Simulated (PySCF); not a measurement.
A GIAO shielding run with PySCF (density fitting, non-relativistic, gas phase) on SMILES C(=C)[Si@@H](CO[SiH3])C(F)(F)F, C4H9F3OSi2:

```
$ OMP_NUM_THREADS=1 python probes_run.py task.json out

{"job": {"kind": "nmr", "xc": "PBE0", "basis": "pcSseg-1"}, "charge": 0, "multiplicity": 1}
C     -0.635467    -2.512262     0.353677
C     -1.148393    -1.359274     0.764697
Si    -0.154621     0.218172     0.990659
C      0.000906     1.208600    -0.641276
O      0.564526     0.452503    -1.677133
Si     2.075187    -0.082877    -1.882615
C     -1.231967     1.367679     2.141311
F     -1.475718     0.825219     3.350032
F     -2.441117     1.650828     1.612368
F     -0.643011     2.558241     2.379101
H      0.415847    -2.624437     0.147485
H     -1.243072    -3.391015     0.205145
H     -2.216410    -1.312309     0.954919
H      1.121194     0.084390     1.699503
H     -0.991266     1.522279    -0.989671
H      0.591118     2.120858    -0.487532
H      3.040803     1.019339    -1.869279
H      2.454726    -1.022264    -0.818949
H      1.906932    -0.714419    -3.179248
```

Hardware: 1 thread of an Intel Xeon, shared host. The job also computes population analyses, field gradients.

Problem. How large is the calculation?

Solution. 96 electrons, 229 basis functions and 1236 auxiliary functions.

Problem. How long does it take, and how much memory does it need?

Solution. 2.4 min of wall time, with 14 SCF cycles and 5 response iterations; peak memory 1.1 GiB. Times on a shared host scatter by some tens of per cent.
